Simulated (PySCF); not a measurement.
C7H8O2.
Atom-mapped SMILES: `[O:1]=[C:2]1[O:3][CH2:4][CH:5]=[C:6]1[CH:7]1[CH2:8][CH2:9]1` (hydrogens: H10, H11 on C4; H12 on C5; H13 on C7; H14, H15 on C8; H16, H17 on C9)

Computed by this run: PBE/def2-SV(P) geometry optimisation, gas phase in PySCF; density fitting, grid level 1; the optimiser is geomeTRIC in internal coordinates, started from a GFN2-xTB structure.

Step 0: E = -11459.8445 eV
```
atom  x, y, z in Å  |  force x, y, z in eV/Å
O1      0.9427   -1.7374    2.0394   -0.243  -0.774   0.957
C2      1.2283   -1.0088    1.1316   -0.459   0.324  -0.353
O3      2.4996   -0.7666    0.7395    0.989  -0.160   0.117
C4      2.5103    0.1308   -0.3519   -0.443  -0.074   0.128
C5      1.0739    0.4402   -0.6169    0.694   0.049  -0.122
C6      0.3126   -0.2281    0.2543   -0.300  -0.234   0.307
C7     -1.1342   -0.2964    0.4469    0.259   0.140  -0.183
C8     -1.9887    0.9228    0.2048   -0.039  -0.289  -0.109
C9     -2.0585   -0.2242   -0.7425   -0.021   0.174   0.266
H10     3.0047   -0.3506   -1.2042    0.337  -0.238  -0.496
H11     3.0888    1.0205   -0.0760    0.395   0.508   0.120
H12     0.7766    1.1067   -1.4043   -0.379   0.626  -0.732
H13    -1.4120   -0.9515    1.2630   -0.242  -0.440   0.543
H14    -2.8170    1.0946    0.8744   -0.695   0.113   0.564
H15    -1.4900    1.8244   -0.1167    0.463   0.730  -0.252
H16    -2.9357   -0.8517   -0.7345   -0.744  -0.531   0.041
H17    -1.6082   -0.1125   -1.7168    0.430   0.076  -0.796
```

Problem. Estimate the geometry and energy of step 1. (The exact step hangs on the optimiser's Hessian estimate; all steps are aligned on step 0, rigid shifts and turns removed.)

Solution. E = -11459.9779 eV, largest force 0.179 eV/Å
```
atom  x, y, z in Å  |  force x, y, z in eV/Å
O1      0.9417   -1.7522    2.0593   -0.004   0.013  -0.014
C2      1.2260   -1.0157    1.1416    0.056  -0.051   0.058
O3      2.5279   -0.7750    0.7503   -0.003  -0.043   0.050
C4      2.5366    0.1280   -0.3491    0.137   0.029  -0.045
C5      1.1006    0.4464   -0.6281   -0.071   0.077  -0.087
C6      0.3203   -0.2266    0.2502   -0.028   0.008  -0.008
C7     -1.1389   -0.2933    0.4413   -0.002  -0.095   0.115
C8     -2.0141    0.9279    0.2073   -0.044   0.169   0.042
C9     -2.0861   -0.2243   -0.7460   -0.057  -0.068  -0.155
H10     3.0517   -0.3585   -1.2138   -0.018   0.017   0.021
H11     3.1375    1.0292   -0.0728   -0.020  -0.022  -0.012
H12     0.7791    1.1277   -1.4335    0.019  -0.025   0.029
H13    -1.4247   -0.9627    1.2726    0.015   0.019  -0.026
H14    -2.8560    1.0964    0.9022    0.020  -0.014   0.001
H15    -1.5036    1.8528   -0.1183   -0.010  -0.018   0.002
H16    -2.9790   -0.8744   -0.7280    0.019   0.001   0.013
H17    -1.6261   -0.1139   -1.7451   -0.009   0.003   0.017
```

The energy changes by -0.1334 eV. The first-order estimate −F·Δx gives -0.2713 eV and the mean of the old and new forces, exact on a quadratic surface, -0.1359 eV. The step makes an angle of 51° with the force vector and moves no atom by more than 0.050 Å.

What follows is the cost of the whole optimisation. Hardware: an Arm Neoverse V2 with one thread (shared host). Cost: 42 s, 0.59 GiB resident at most.
